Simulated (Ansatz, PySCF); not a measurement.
C2H5BeBr, SMILES C[CH2][Be][Br]. Atoms are numbered in the order given.

```xyz
9

Be     0.3285    -0.5337     0.0000
Br    -0.0571     1.3974     0.0000
C      0.6618    -2.1740     0.0000
C     -0.5479    -3.1314     0.0000
H      1.3061    -2.3928    -0.8754
H      1.3061    -2.3928     0.8754
H     -1.1873    -2.9824     0.8858
H     -1.1873    -2.9824    -0.8858
H     -0.2384    -4.1904     0.0000
```

The structure is a stationary point at B3LYP-D3(BJ)/def2-SVP. The structure was generated by enumeration; whether it is a known compound was not checked. The values are those of a single conformer.

Vertical ionisation energy (IE) and electron affinity (EA) in eV. Rows of orbital energies are one-electron estimates. Where ΔSCF, EOM or ADC give a negative EA the extra electron is unbound and the value depends on the basis.

```tsv
level	IE	EA
−ε(HOMO), −ε(LUMO), CAM-B3LYP/def2-TZVPD (PySCF)	9.58	-0.25
−ε(HOMO), −ε(LUMO), PBE/def2-TZVPD (PySCF)	6.81	1.11
ΔSCF, PBE0/def2-SVPD (Ansatz), final states of multiplicity 2 and 2	10.40	-0.89
ΔSCF, PBE/def2-SVPD (Ansatz), final states of multiplicity 2 and 2	9.98	-0.77
```

Problem. What vertical singlet–triplet gap does ΔSCF give with PBE0/def2-SVPD (Ansatz, a program for electronic structure) and with PBE/def2-SVPD (Ansatz)? (Estimate from the structure and the level; the computed values follow.)

Solution. 6.03 and 5.61 eV (triplet above singlet where positive).
